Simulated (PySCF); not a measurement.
C₂H₈N₂Si.
Atom-mapped SMILES: `[CH3:1]/[CH:2]=[N:3]/[SiH2:4][NH2:5]` (hydrogens: H6, H7, H8 on C1; H9 on C2; H10, H11 on Si4; H12, H13 on N5)

Method: PBE0-D3(BJ)/def2-SVP geometry optimisation, gas phase (PySCF 2.14.0); density fitting, grid level 1; the optimiser is geomeTRIC in internal coordinates, started from a GFN2-xTB structure with every atom displaced at random (about 0.01 Å).

Step 0: E = -13046.9446 eV
```
atom  x, y, z in Å  |  force x, y, z in eV/Å
C1      2.4601    0.1365   -0.0681   -1.683   1.637  -0.120
C2      1.1135   -0.4743    0.2080    0.203   0.385  -0.278
N3      0.0454   -0.0806   -0.3428    2.290   0.192   0.128
Si4    -1.5688   -0.5148   -0.2586   -2.109   0.424   0.475
N5     -2.5646    0.8483    0.1569    0.027   0.364   0.394
H6      3.1175   -0.5789   -0.4817    1.150  -1.202  -0.545
H7      2.8840    0.5344    0.8540    0.273  -0.005   0.375
H8      2.3409    0.9834   -0.7849    0.049  -0.457   0.311
H9      1.1539   -1.2974    0.9486   -0.177  -0.231   0.118
H10    -1.9287   -0.8794   -1.6213   -0.191  -0.377  -0.615
H11    -1.9749   -1.5428    0.7386    0.203  -0.309   0.130
H12    -2.4963    1.2008    1.1194   -0.086  -0.225  -0.455
H13    -2.5759    1.6473   -0.4773    0.052  -0.198   0.082
```

Step 1: E = -13047.1412 eV
```
atom  x, y, z in Å  |  force x, y, z in eV/Å
C1      2.4923    0.1207   -0.0557    0.113  -0.014  -0.193
C2      1.1240   -0.4353    0.1756    0.026  -0.105   0.114
N3      0.0901    0.0139   -0.3899   -0.036   0.210  -0.143
Si4    -1.5893   -0.4536   -0.2553   -0.104   0.032   0.024
N5     -2.6487    0.8476    0.1727    0.145   0.047  -0.034
H6      3.1670   -0.6526   -0.4755   -0.126   0.098   0.147
H7      2.9356    0.4643    0.8920    0.042  -0.066   0.058
H8      2.4437    0.9670   -0.7545   -0.034  -0.015  -0.012
H9      1.0911   -1.2840    0.9019   -0.030  -0.005  -0.022
H10    -1.9888   -0.9149   -1.6129    0.009  -0.032  -0.026
H11    -1.7940   -1.5301    0.7656    0.028  -0.050   0.059
H12    -2.5858    1.2225    1.1145   -0.028  -0.037   0.003
H13    -2.7311    1.6168   -0.4875   -0.006  -0.062   0.024
```

**Question.** Estimate the geometry and energy of step 2. (The exact step hangs on the optimiser's Hessian estimate; all steps are aligned on step 1, rigid shifts and turns removed.)

**Answer.** E = -13047.1509 eV, largest force 0.342 eV/Å
```
atom  x, y, z in Å  |  force x, y, z in eV/Å
C1      2.4994    0.1153   -0.0535   -0.056   0.101  -0.105
C2      1.1122   -0.4012    0.1556   -0.047  -0.250   0.179
N3      0.0840    0.0542   -0.4175    0.146   0.256  -0.173
Si4    -1.5835   -0.4465   -0.2599   -0.092  -0.045   0.044
N5     -2.6526    0.8375    0.1808    0.070   0.028  -0.011
H6      3.1504   -0.6828   -0.4497   -0.029   0.001   0.033
H7      2.9384    0.4376    0.9052   -0.004  -0.024   0.005
H8      2.4885    0.9593   -0.7564    0.008  -0.002   0.000
H9      1.0520   -1.2509    0.8784    0.010  -0.016   0.018
H10    -1.9896   -0.9298   -1.6096   -0.002  -0.010   0.005
H11    -1.7428   -1.5230    0.7753    0.035  -0.001   0.005
H12    -2.5881    1.2120    1.1224   -0.024  -0.029  -0.001
H13    -2.7621    1.6007   -0.4802   -0.015  -0.009   0.002
```

The energy changes by -0.0096 eV. The first-order estimate −F·Δx gives -0.0147 eV and the mean of the old and new forces, exact on a quadratic surface, -0.0092 eV. The step makes an angle of 77° with the force vector and moves no atom by more than 0.056 Å.

What follows is the cost of the whole optimisation. Hardware: an Arm Neoverse V2 with one thread, on a shared host. Cost: 34 s of wall time, 0.46 GiB resident at most.
